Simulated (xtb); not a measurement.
C$_{3}$H$_{9}$B, charge +1, doublet, from a rough starting geometry (a state made from the parent by changing its charge; the spin is typed, not shown lowest); GFN2-xTB (xtb 6.7.1).

xtb was given this input:
```
$ xtb mol.xyz --gfn 2 --chrg 1 --uhf 1 --opt vtight --json

# file mol.xyz
13

B     -0.05399662     0.01697902     0.02229284
C      1.52645633    -0.16965800    -0.35447498
H      1.89137147    -1.14274608    -0.15090992
H      2.12350043     0.50409181     0.25449962
H      1.77394593     0.09494283    -1.47061965
C     -0.58013375    -0.62126651     1.36280403
H     -1.21811267    -1.52246227     1.06682148
H     -1.17166676     0.00472329     1.88264729
H      0.19066392    -1.01801455     2.02683866
C     -0.93816339     0.83283256    -0.92182350
H     -1.90939548     0.95636928    -0.51159190
H     -1.08798891     0.27459510    -1.80955119
H     -0.52041093     1.77959627    -1.27419763
```

What does xtb print? Leave out banner, timings and long lists.


```
   ID    Z sym.   atoms
    1    5 B      1
    2    6 C      2, 6, 10
    3    1 H      3-5, 7-9, 11-13

           -------------------------------------------------
          |                Calculation Setup                |
           -------------------------------------------------

           -------------------------------------------------
          |                 G F N 2 - x T B                 |
           -------------------------------------------------

          ...................................................
          :                      SETUP                      :
          :.................................................:
          :  # basis functions                  25          :
          :  # atomic orbitals                  25          :
          :  # shells                           17          :
          :  # electrons                        23          :
          :  max. iterations                   250          :
          :  Hamiltonian                  GFN2-xTB          :
          :  restarted?                      false          :
          :  GBSA solvation                  false          :
          :  PC potential                    false          :
          :  electronic temp.          300.0000000     K    :
          :  accuracy                    1.0000000          :
          :  -> integral cutoff          0.2500000E+02      :
          :  -> integral neglect         0.1000000E-07      :
          :  -> SCF convergence          0.1000000E-05 Eh   :
          :  -> wf. convergence          0.1000000E-03 e    :
          :  Broyden damping             0.4000000          :
          :  net charge                          1          :
          :  unpaired electrons                  1          :
          ...................................................

 iter      E             dE          RMSdq      gap      omega  full diag
   1    -11.6786979 -0.116787E+02  0.518E+00    6.38       0.0  T
   2    -11.7642288 -0.855309E-01  0.482E+00    3.34       1.0  T
   3    -11.8948441 -0.130615E+00  0.254E+00    4.77       1.0  T
   4    -11.8847141  0.101300E-01  0.115E+00    4.39       1.0  T
   5    -11.9081031 -0.233891E-01  0.431E-01    4.57       1.0  T
   6    -11.9075663  0.536878E-03  0.319E-01    4.84       1.0  T
   7    -11.9092790 -0.171271E-02  0.158E-01    4.75       1.0  T
   8    -11.9096966 -0.417679E-03  0.621E-02    4.70       1.0  T
   9    -11.9097031 -0.642738E-05  0.242E-02    4.71       1.1  T
  10    -11.9097109 -0.782204E-05  0.779E-03    4.70       3.6  T
  11    -11.9097116 -0.735303E-06  0.822E-04    4.70      33.7  T
  12    -11.9097116 -0.493287E-08  0.429E-04    4.70      64.7  T

   *** convergence criteria satisfied after 12 iterations ***

         :::::::::::::::::::::::::::::::::::::::::::::::::::::
         ::                     SUMMARY                     ::
         :::::::::::::::::::::::::::::::::::::::::::::::::::::
         :: total energy             -11.705956878527 Eh    ::
         :: gradient norm              0.134375465131 Eh/a0 ::
         :: HOMO-LUMO gap              4.701618451660 eV    ::
         ::.................................................::
         :: SCC energy               -11.909701130021 Eh    ::
         :: -> isotropic ES            0.106746834693 Eh    ::
         :: -> anisotropic ES         -0.013427255105 Eh    ::
         :: -> anisotropic XC          0.008716171906 Eh    ::
         :: -> dispersion             -0.004145213204 Eh    ::
         :: repulsion energy           0.203744251494 Eh    ::
         :: add. restraining           0.000000000000 Eh    ::
         :: total charge               1.000000000000 e     ::
         :::::::::::::::::::::::::::::::::::::::::::::::::::::

      -----------------------------------------------------------
     |                   =====================                   |
     |                        A N C O P T                        |
[...]
 * total energy  :   -11.7248534 Eh     change       -0.1572278E-05 Eh
 * total energy  :   -11.7248544 Eh     change       -0.1084421E-05 Eh
 * total energy  :   -11.7248553 Eh     change       -0.8676315E-06 Eh
 * total energy  :   -11.7248560 Eh     change       -0.7003433E-06 Eh
 * total energy  :   -11.7248567 Eh     change       -0.6828193E-06 Eh
 * total energy  :   -11.7248575 Eh     change       -0.7896300E-06 Eh
 * total energy  :   -11.7248577 Eh     change       -0.2349960E-06 Eh
 * total energy  :   -11.7248579 Eh     change       -0.2196721E-06 Eh
 * total energy  :   -11.7248582 Eh     change       -0.2818086E-06 Eh
 * total energy  :   -11.7248585 Eh     change       -0.3104890E-06 Eh
 * total energy  :   -11.7248588 Eh     change       -0.2256815E-06 Eh
 * total energy  :   -11.7248589 Eh     change       -0.9566362E-07 Eh
   *** GEOMETRY OPTIMIZATION CONVERGED AFTER 49 ITERATIONS ***
         :: total energy             -11.724858857620 Eh    ::
[...]
        16                         -0.0185678              -0.5053
        17                         -0.0064045              -0.1743
        18                          0.0095148               0.2589
        19                          0.0222683               0.6060
        20                          0.0310157               0.8440
        21                          0.0433162               1.1787
        22                          0.0493398               1.3426
        23                          0.0631685               1.7189
       ...                                ...                  ...
        25                          0.2150257               5.8511
      -------------------------------------------------------------
                  HL-Gap            0.1599394 Eh            4.3522 eV
             Fermi-level           -0.5701975 Eh          -15.5159 eV

     #   Z          covCN         q      C6AA      α(0)
     1   5 B        2.698     0.304    17.015     6.922
     2   6 C        3.672    -0.162    23.923     7.010
     3   1 H        0.925     0.119     1.625     1.993
     4   1 H        0.924     0.148     1.405     1.853
     5   1 H        0.924     0.150     1.390     1.844
     6   6 C        3.672    -0.162    23.923     7.010
     7   1 H        0.924     0.150     1.390     1.844
     8   1 H        0.924     0.148     1.404     1.853
     9   1 H        0.925     0.119     1.625     1.993
    10   6 C        3.676    -0.216    25.054     7.172
    11   1 H        0.924     0.135     1.497     1.914
    12   1 H        0.924     0.133     1.513     1.924
    13   1 H        0.924     0.135     1.498     1.914

 Mol. C6AA /au·bohr⁶  :        888.432159
 Mol. C8AA /au·bohr⁸  :      20544.134411
 Mol. α(0) /au        :         45.245057

Wiberg/Mayer (AO) data.
largest (>0.10) Wiberg bond orders for each atom

 ---------------------------------------------------------------------------
     #   Z sym  total        # sym  WBO       # sym  WBO       # sym  WBO
 ---------------------------------------------------------------------------
     1   5 B    3.293 --    10 C    1.182     6 C    0.892     2 C    0.892
     2   6 C    3.893 --     3 H    0.967     4 H    0.902     5 H    0.900
                             1 B    0.892     6 C    0.141
     3   1 H    0.986 --     2 C    0.967
     4   1 H    0.977 --     2 C    0.902
     5   1 H    0.976 --     2 C    0.900
     6   6 C    3.893 --     9 H    0.967     8 H    0.902     7 H    0.900
                             1 B    0.892     2 C    0.141
     7   1 H    0.976 --     6 C    0.900
     8   1 H    0.977 --     6 C    0.902
     9   1 H    0.986 --     6 C    0.967
    10   6 C    3.982 --     1 B    1.182    12 H    0.905    13 H    0.896
                            11 H    0.896
    11   1 H    0.980 --    10 C    0.896
    12   1 H    0.982 --    10 C    0.905
    13   1 H    0.980 --    10 C    0.896
 ---------------------------------------------------------------------------

Topologies differ in total number of bonds
Writing topology from bond orders to xtbtopo.mol

molecular dipole:
                 x           y           z       tot (Debye)
 q only:        0.031      -0.010       0.052
   full:        0.043      -0.021       0.063       0.202
molecular quadrupole (traceless):
                xx          xy          yy          xz          yz          zz
 q only:        2.173      -0.828      -2.361      -0.598      -3.153       0.189
  q+dip:        2.345      -1.035      -2.600      -0.415      -3.530       0.256
   full:        2.073      -0.509      -2.309      -0.790      -2.758       0.236

optimized geometry written to: xtbopt.xyz

           -------------------------------------------------
          | TOTAL ENERGY              -11.724858857620 Eh   |
          | GRADIENT NORM               0.000066392368 Eh/α |
          | HOMO-LUMO GAP               4.352173534720 eV   |
           -------------------------------------------------
```
